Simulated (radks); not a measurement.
Results of a calculation; reference values are marked as such.
Task: The mean radii <r> (bohr) of the occupied orbitals of an atom or ion are listed with their occupations. Level of theory: scalar-relativistic Kohn-Sham, SOGGA, spin-polarised, spherical densities, point nucleus (a radial shooting solver on a logarithmic mesh with Libxc functionals).

orbital  occ.      <r>
1s          2  0.02907
2s          2   0.1256
2p          6   0.1096
3s          2   0.3396
3p          6   0.3379
3d         10   0.3147
4s          2   0.8186
4p          6   0.8858
4d         10    1.092
5s          2    2.210

Name the element and its charge. Open shells, if any, are filled with parallel spins first.

Result: Z = 50, tin, charge +2: Sn2+ in [Kr] 4d10 5s2. The 1s radius gives Z: for a bare nucleus <r> = (2 gamma + 1)/(2Z) with gamma = sqrt(1 - (Z/c)^2), 0.02862 bohr for Z = 50, and screening makes it slightly larger (0.02907 here). The occupations add up to 48, and the charge is Z minus that.
